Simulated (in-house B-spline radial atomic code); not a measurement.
A run on an ion of nuclear charge 1 with 1.7 electrons that did not converge. Method: non-relativistic r2SCAN, spin-polarised, spherical fractional occupations, point nucleus; computed with a B-spline radial code for spherical atoms.

Command:
```bash
python run_scf.py task.json out
```
Settings:
```
Z                1
configuration    1s1.7
hamiltonian      nr
method           r2scan
spin_polarised   True
```

First and last ten iterations of the last attempt (damped for 15 steps, keeping 80 % of the old Fock matrix, then DIIS):
```
 iter        energy (Eh)    residual
    1          -0.537360    9.56e-04
    2          -0.537631    4.33e-04
    3          -0.537655    3.48e-04
    4          -0.537672    3.09e-04
    5          -0.537686    2.87e-04
    6          -0.537697    2.64e-04
    7          -0.537706    2.42e-04
    8          -0.537714    2.20e-04
    9          -0.537720    2.01e-04
   10          -0.537726    1.82e-04
  111          -0.534970    3.78e-03
  112          -0.537339    1.48e-03
  113           0.894261    6.55e-02
  114           0.894237    6.55e-02
  115           0.894235    6.55e-02
  116           0.894235    6.55e-02
  117           0.894237    6.55e-02
  118           0.894227    6.55e-02
  119           0.894238    6.55e-02
  120           0.894240    6.55e-02
 not converged after 120 iterations
```

The smallest residual met was 8.2e-05; the threshold is about 1e-07. No energy from this run should be used. The likely cause: this method binds the added charge weakly or not at all at the basis-set limit, so charge moves back and forth between the atom and the box. Time taken, with all properties: 0.52 s on 1 thread of Arm Neoverse V1 (shared host).
